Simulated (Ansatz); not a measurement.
Coupled-cluster diagnostics for (HBAsH)3 ring (B3As3H6), Ansatz.

Geometry of the singlet (PBE-D4/def2-SVP):

Cartesian coordinates in Å:
```
B 0.661 0.404 1.364
H 0.305 1.006 2.358
As 0.014 -1.492 1.184
B -1.126 -1.015 -0.403
H -2.329 -1.086 -0.246
As -0.521 -0.382 -2.243
B 1.105 0.072 -1.176
H 1.790 -0.933 -1.061
As 1.812 1.470 0.063
H -1.058 -1.506 2.281
H -1.403 0.876 -2.124
H 0.750 2.585 0.004
```

Correlated methods freeze 30 core orbitals; core or outer-core shells of As are correlated, in sets that lack core-valence functions.

Task: Estimate the CCSD(T) correlation energy, the shares of MP2 and (T), T1 and the reference's ⟨S²⟩ for: charge 0, singlet, own geometry in def2-SVP; and the rough time on 4 threads of Arm Neoverse V1 on a shared host.

Result: 
```csv
state,basis,correlation (eV),MP2 share (%),(T) share (%),T1,⟨S²⟩ (pure),wall time
"charge 0, singlet, own geometry",def2-SVP,-28.278,92.4,3.7,0.016,0.00 (0.00),85 s
```
Customary marks for T1 are 0.02 (closed shells), 0.045 (open shells) and about 0.05 (3d metals). T1 stays under 0.02 throughout.
